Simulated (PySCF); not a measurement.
Excited states of Bi⁵⁺ (bismuth, charge +5)

Ground state [Xe] 4f14 5d10, ¹S. All numbers are calculated (PySCF 2.14, scalar relativity by spin-free X2C-1e, in x2c-SVPall with two added diffuse shells each of s, p type (9s9p4d2f, 70 functions)). Vertical excitation energies in eV without spin-orbit coupling; excited terms of each kind are numbered among those the solver found. Frozen: [Xe] 4f14.

```csv
term,leading excitation,EOM-EE-CCSD
1 3D,5d → s,20.583
1 1D,5d → s,21.570
1 3P°,5d → p,34.750
1 3F°,5d → p,35.353
1 1F°,5d → p,35.852
1 1D°,5d → p,36.437
1 3D°,5d → p,36.494
1 1P°,5d → p,36.654
1 3G,5d → d,52.791
```

The spin-orbit splitting of the hole, absent here, rivals or exceeds the spacing of these terms, so the LS terms are model states.

The solver can miss terms.
